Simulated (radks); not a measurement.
All-electron atom: Rb I in [Kr] 5s1. Calculated with a radial shooting solver on a logarithmic mesh with Libxc functionals: Dirac Kohn-Sham, BLYP, spin-unpolarised, spherical densities, point nucleus.

Radial electron density D(r) = 4 pi r^2 rho(r):

r (bohr)  D(r) (e/bohr)
0.002873          3.556
0.003863          5.844
0.005235          9.481
0.007038          14.67
0.009539          21.91
0.01282           30.43
0.01738           39.22
0.02337           45.20
0.03167           46.02
0.04292           41.80
0.05771           38.46
0.07821           42.99
0.1051            52.82
0.1425            54.01
0.1916            41.07
0.2597            31.59
0.3491            36.93
0.4731            37.32
0.6361            22.76
0.8621            9.811
1.159             6.865
1.571             5.670
2.112             2.945
2.862            0.9441
3.848            0.3490
5.215            0.2078
7.012           0.09722
9.503           0.02266
12.78          0.002397

D(r) has 3 maxima, at r = 0.0283, 0.125, 0.413 bohr, and minima at 0.0582, 0.264 bohr, inside which lie 2.07, 11.07 electrons.
